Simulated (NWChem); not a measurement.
System: C3HF4, doublet; SMILES C(F)(F)(C(F)=[CH])F

Input file for NWChem:

```
start job
memory heap 200 mb stack 900 mb global 1100 mb
geometry units angstroms noautosym nocenter noautoz
  C     -1.348535    -1.562278    -0.000821
  C     -0.171892    -0.962673    -0.000181
  F      1.004152    -1.613214     0.001501
  C      0.026069     0.547427     0.000028
  F      0.727517     0.936458    -1.084409
  F      0.711540     0.938401     1.094058
  F     -1.161499     1.184081    -0.009070
  H     -2.413962    -1.323217    -0.002199
end
basis spherical
  C library def2-svp
  F library def2-svp
  H library def2-svp
end
dft
  odft
  mult 2
  xc m06-2x
  iterations 150
end
cosmo
  dielec 20.7
end
task dft energy
```

Excerpt of the output:

```
             Northwest Computational Chemistry Package (NWChem) 7.3.0
             --------------------------------------------------------

                             Geometry "geometry" -> ""
                             -------------------------

 Output coordinates in angstroms (scale by  1.889725989 to convert to a.u.)

  No.       Tag          Charge          X              Y              Z
 ---- ---------------- ---------- -------------- -------------- --------------
    1 C                    6.0000    -1.34853500    -1.56227800    -0.00082100
    2 C                    6.0000    -0.17189200    -0.96267300    -0.00018100
    3 F                    9.0000     1.00415200    -1.61321400     0.00150100
    4 C                    6.0000     0.02606900     0.54742700     0.00002800
    5 F                    9.0000     0.72751700     0.93645800    -1.08440900
    6 F                    9.0000     0.71154000     0.93840100     1.09405800
    7 F                    9.0000    -1.16149900     1.18408100    -0.00907000
    8 H                    1.0000    -2.41396200    -1.32321700    -0.00219900

 Effective nuclear repulsion energy (a.u.)     319.3916008928

                                 NWChem DFT Module
                                 -----------------

 Summary of "ao basis" -> "ao basis" (spherical)
 ------------------------------------------------------------------------------
       Tag                 Description            Shells   Functions and Types
 ---------------- ------------------------------  ------  ---------------------
 C                          def2-svp                 6       14   3s2p1d
 F                          def2-svp                 6       14   3s2p1d
 H                          def2-svp                 3        5   2s1p

 in cosmo_initialize ...

 solvent parameters
 solvname_short: unkn
 solvname_long:  unknown
 dielec:       20.7000

          ---------------
          -cosmo- solvent
          ---------------
 Cosmo: York-Karplus, doi: 10.1021/jp992097l
 dielectric constant -eps-     =  20.70
 screen = (eps-1)/(eps    )    =   0.95169
 surface charge correction     = lagrangian

   van der Waals surface
 --------------------------

 ---------- ATOMIC COORDINATES (A.U.) ------------ VDWR(ANG.) --
     1   -2.54836164   -2.95227734   -0.00155147     2.000
     2   -0.32482878   -1.81918819   -0.00034204     2.000
     3    1.89757213   -3.04853242    0.00283648     1.720
     4    0.04926327    1.03448703    0.00005291     2.000
     5    1.37480778    1.76964902   -2.04923587     1.720
     6    1.34461563    1.77332076    2.06746984     1.720
     7   -2.19491485    2.23758864   -0.01713981     1.720
     8   -4.56172673   -2.50051755   -0.00415551     1.300
 number of segments per atom =         32
 number of   points per atom =         32
 atom (   nspa,  nppa )
 ----------------------
    1 (     20,     0 )       0
    2 (      8,     0 )       0
    3 (     20,     0 )       0
    4 (      6,     0 )       0
    5 (     21,     0 )       0
    6 (     21,     0 )       0
    7 (     20,     0 )       0
    8 (     14,     0 )       0
 number of -cosmo- surface points =      130
 molecular surface =    121.539 angstrom**2
 molecular volume  =    103.936 angstrom**3
 G(cav/disp)       =      1.468 kcal/mol
 -lineq- algorithm             =   0
 -bem- low  level              =   2
 -bem- from -octahedral-
 gaussian surface charge width =   4.50000
 degree of switching           =   1.00000
 switching function tolerance  =   0.00010
 atomic radii =
 --------------
    1  6.000  2.000
    2  6.000  2.000
    3  9.000  1.720
    4  6.000  2.000
    5  9.000  1.720
    6  9.000  1.720
    7  9.000  1.720
    8  1.000  1.300
 ...... end of -cosmo- initialization ......

            General Information
            -------------------
          SCF calculation type: DFT
          Wavefunction type:  spin polarized.
          No. of atoms     :     8
          No. of electrons :    55
           Alpha electrons :    28
            Beta electrons :    27
          Charge           :     0
          Spin multiplicity:     2
          Use of symmetry is: off; symmetry adaption is: off
          Maximum number of iterations: 150
          AO basis - number of functions:   103
                     number of shells:    45
          Convergence on energy requested:  1.00D-06
          Convergence on density requested:  1.00D-05
          Convergence on gradient requested:  5.00D-04

              XC Information
              --------------
                       M06-2X Method XC Functional
                     Hartree-Fock (Exact) Exchange  0.540
                        M06-2X Exchange Functional  1.000
                      M06-2X Correlation Potential  1.000

             Grid Information
             ----------------
          Grid used for XC integration:  medium
          Radial quadrature: Mura-Knowles
          Angular quadrature: Lebedev.
          Tag              B.-S. Rad. Rad. Pts. Rad. Cut. Ang. Pts.
          ---              ---------- --------- --------- ---------
          C                   0.70       49           9.0       434
          F                   0.50       49          11.0       434
          H                   0.35       45           9.0       434
          Grid pruning is: on
          Number of quadrature shells:   388
          Spatial weights used:  Erf1

      Superposition of Atomic Density Guess
      -------------------------------------

 Sum of atomic energies:        -510.54375607

      Non-variational initial energy
      ------------------------------

 Total energy =    -512.749764
 1-e energy   =   -1344.537622
 2-e energy   =     512.396257
 HOMO         =      -0.190057
 LUMO         =       0.052312

[...]

                                   COSMO solvation results
                                   -----------------------

                 gas phase energy =      -513.605456169669
                 sol phase energy =      -513.609263331409
 (electrostatic) solvation energy =         0.003807161740 (    2.39 kcal/mol)

                    DFT Final Alpha Molecular Orbital Analysis
                    ------------------------------------------

 Vector   26  Occ=1.000000D+00  E=-4.821533D-01
              MO Center=  8.1D-02, -4.8D-01,  5.5D-04, r^2= 2.9D+00
   Bfn.  Coefficient  Atom+Function         Bfn.  Coefficient  Atom+Function
  ----- ------------  ---------------      ----- ------------  ---------------
    33      0.371223  3 F  py                19      0.268175  2 C  py
    36     -0.265437  3 F  py                89     -0.265836  7 F  py
    47     -0.241130  4 C  py                 4     -0.204230  1 C  px
    75     -0.191963  6 F  py                61     -0.190829  5 F  py
    92      0.186473  7 F  py                32      0.164669  3 F  px

 Vector   27  Occ=1.000000D+00  E=-3.710124D-01
              MO Center= -6.7D-01, -1.3D+00, -1.9D-04, r^2= 1.8D+00
   Bfn.  Coefficient  Atom+Function         Bfn.  Coefficient  Atom+Function
  ----- ------------  ---------------      ----- ------------  ---------------
     6      0.451992  1 C  pz                20      0.368810  2 C  pz
     9      0.289418  1 C  pz                34      0.263392  3 F  pz
    37     -0.212848  3 F  pz                23      0.191237  2 C  pz
    75     -0.060838  6 F  py                61      0.060027  5 F  py
    78      0.049583  6 F  py                64     -0.049062  5 F  py

 Vector   28  Occ=1.000000D+00  E=-3.520991D-01
              MO Center= -1.1D+00, -1.5D+00, -5.9D-04, r^2= 1.8D+00
   Bfn.  Coefficient  Atom+Function         Bfn.  Coefficient  Atom+Function
  ----- ------------  ---------------      ----- ------------  ---------------
     5      0.578955  1 C  py                 8      0.391954  1 C  py
     3     -0.192129  1 C  s                 47      0.179559  4 C  py
     2     -0.143770  1 C  s                 44     -0.125082  4 C  s
    45     -0.124566  4 C  s                 18     -0.121654  2 C  px
    99      0.116758  8 H  s                 32      0.115327  3 F  px

 Vector   29  Occ=0.000000D+00  E= 1.160094D-02
              MO Center= -6.4D-01, -1.1D+00, -7.1D-04, r^2= 2.3D+00
   Bfn.  Coefficient  Atom+Function         Bfn.  Coefficient  Atom+Function
  ----- ------------  ---------------      ----- ------------  ---------------
     9      0.569755  1 C  pz                23     -0.534682  2 C  pz
    20     -0.462287  2 C  pz                 6      0.417308  1 C  pz
    51     -0.203078  4 C  pz                37      0.177164  3 F  pz
    34     -0.168687  3 F  pz                48     -0.161349  4 C  pz
    73      0.140990  6 F  s                 59     -0.139885  5 F  s

 Vector   30  Occ=0.000000D+00  E= 1.279963D-01
              MO Center= -1.8D+00, -1.1D+00, -1.7D-03, r^2= 4.0D+00
   Bfn.  Coefficient  Atom+Function         Bfn.  Coefficient  Atom+Function
  ----- ------------  ---------------      ----- ------------  ---------------
   100      1.721961  8 H  s                  3     -1.090352  1 C  s
     7      0.728779  1 C  px                21      0.405826  2 C  px
    31     -0.372426  3 F  s                 17      0.340066  2 C  s
    35      0.216526  3 F  px                 2     -0.209332  1 C  s
    99      0.205588  8 H  s                 19     -0.192270  2 C  py

 Vector   31  Occ=0.000000D+00  E= 1.661991D-01
              MO Center= -8.2D-01, -3.4D-01, -3.9D-04, r^2= 4.4D+00
   Bfn.  Coefficient  Atom+Function         Bfn.  Coefficient  Atom+Function
  ----- ------------  ---------------      ----- ------------  ---------------
   100      1.317414  8 H  s                  3     -0.965519  1 C  s
    49     -0.617020  4 C  px                 7      0.534070  1 C  px
    21     -0.476804  2 C  px                46     -0.452036  4 C  px
    31      0.444784  3 F  s                  8     -0.431003  1 C  py
    87     -0.411768  7 F  s                 22      0.319296  2 C  py

                     DFT Final Beta Molecular Orbital Analysis
                     -----------------------------------------

 Vector   25  Occ=1.000000D+00  E=-5.238649D-01
              MO Center=  1.7D-01,  1.0D+00,  1.9D-03, r^2= 2.0D+00
   Bfn.  Coefficient  Atom+Function         Bfn.  Coefficient  Atom+Function
  ----- ------------  ---------------      ----- ------------  ---------------
    90     -0.381984  7 F  pz                74     -0.353850  6 F  px
    60      0.349822  5 F  px                93      0.259401  7 F  pz
    77      0.240688  6 F  px                63     -0.237936  5 F  px
    62      0.227569  5 F  pz                76      0.222399  6 F  pz
    65     -0.154647  5 F  pz                79     -0.151117  6 F  pz

 Vector   26  Occ=1.000000D+00  E=-4.740934D-01
              MO Center=  1.5D-01, -4.0D-01,  6.7D-04, r^2= 2.7D+00
   Bfn.  Coefficient  Atom+Function         Bfn.  Coefficient  Atom+Function
  ----- ------------  ---------------      ----- ------------  ---------------
    33      0.363514  3 F  py                19      0.298257  2 C  py
    47     -0.263668  4 C  py                36     -0.261904  3 F  py
    89     -0.249825  7 F  py                61     -0.211881  5 F  py
    75     -0.212709  6 F  py                 4     -0.186760  1 C  px
    92      0.176815  7 F  py                64      0.148735  5 F  py

 Vector   27  Occ=1.000000D+00  E=-3.519196D-01
              MO Center= -5.1D-01, -1.2D+00, -1.7D-04, r^2= 1.8D+00
   Bfn.  Coefficient  Atom+Function         Bfn.  Coefficient  Atom+Function
  ----- ------------  ---------------      ----- ------------  ---------------
    20      0.438827  2 C  pz                 6      0.369156  1 C  pz
    34      0.274137  3 F  pz                 9      0.248944  1 C  pz
    23      0.244654  2 C  pz                37     -0.225420  3 F  pz
    75     -0.071210  6 F  py                61      0.070380  5 F  py
    78      0.058135  6 F  py                64     -0.057602  5 F  py

 Vector   28  Occ=0.000000D+00  E=-6.946545D-02
              MO Center= -1.1D+00, -1.7D+00, -4.5D-04, r^2= 1.8D+00
   Bfn.  Coefficient  Atom+Function         Bfn.  Coefficient  Atom+Function
  ----- ------------  ---------------      ----- ------------  ---------------
     3      0.515673  1 C  s                  8     -0.516268  1 C  py
     5     -0.410623  1 C  py                21      0.185100  2 C  px
     7      0.147911  1 C  px                18      0.140068  2 C  px
    47     -0.140072  4 C  py                32     -0.133014  3 F  px
    31     -0.130376  3 F  s                 44      0.122266  4 C  s

 Vector   29  Occ=0.000000D+00  E= 2.933937D-02
              MO Center= -8.1D-01, -1.2D+00, -7.2D-04, r^2= 2.3D+00
   Bfn.  Coefficient  Atom+Function         Bfn.  Coefficient  Atom+Function
  ----- ------------  ---------------      ----- ------------  ---------------
     9      0.655766  1 C  pz                23     -0.510336  2 C  pz
     6      0.424813  1 C  pz                20     -0.416032  2 C  pz
    51     -0.193984  4 C  pz                48     -0.163460  4 C  pz
    37      0.155003  3 F  pz                34     -0.144086  3 F  pz
    73      0.133762  6 F  s                 59     -0.132609  5 F  s

 Vector   30  Occ=0.000000D+00  E= 1.385509D-01
              MO Center= -2.2D+00, -1.1D+00, -2.1D-03, r^2= 3.7D+00
   Bfn.  Coefficient  Atom+Function         Bfn.  Coefficient  Atom+Function
  ----- ------------  ---------------      ----- ------------  ---------------
   100      1.959508  8 H  s                  3     -1.240700  1 C  s
     7      0.838108  1 C  px                21      0.379650  2 C  px
    31     -0.313419  3 F  s                 17      0.307246  2 C  s
    50      0.205098  4 C  py                 2     -0.192905  1 C  s
    35      0.186750  3 F  px                 4      0.170723  1 C  px

   alpha - beta orbital overlaps
   -----------------------------

   alpha      1      2      3      4      5      6      7      8      9     10
    beta      1      2      3      4      5      6      7      8      9     10
 overlap   1.000  1.000  1.000  1.000  1.000  1.000  1.000  1.000  0.999  0.999

   alpha     11     12     13     14     15     16     17     18     19     20
    beta     11     12     13     14     16     15     17     19     18     20
 overlap   1.000  0.991  0.980  0.974  0.989  1.000  0.992  0.976  0.996  0.998

   alpha     21     22     23     24     25     26     27     28     29     30
    beta     21     22     23     24     25     26     27     28     29     30
 overlap   0.996  0.962  0.978  1.000  1.000  0.989  0.991  0.960  0.991  0.988

   alpha     31     32     33     34     35     36     37     38     39     40
    beta     31     32     33     34     35     36     37     38     39     40
 overlap   0.987  0.998  1.000  0.997  0.965  0.972  0.995  0.962  0.997  0.996

   alpha     41     42     43     44     45     46     47     48     49     50
    beta     41     42     43     44     45     46     47     48     49     50
 overlap   0.951  0.936  0.935  0.802  0.813  0.998  0.983  0.762  0.759  0.994

   alpha     51     52     53     54     55     56     57     58     59     60
    beta     51     52     53     54     55     56     57     58     59     61
 overlap   0.995  1.000  0.998  0.999  0.995  1.000  0.958  0.942  0.982  0.951

[...]
```

Level: M06-2X/def2-SVP, spin-unrestricted, COSMO on the gas-phase geometry. Geometry: optimised at PBE-D3(BJ)/def2-SVP, spin-unrestricted. Not confirmed as a minimum by frequencies. No stability test was run on the SCF state. COSMO prints the solvation energy as gas minus solution, so a positive value is a stabilisation.
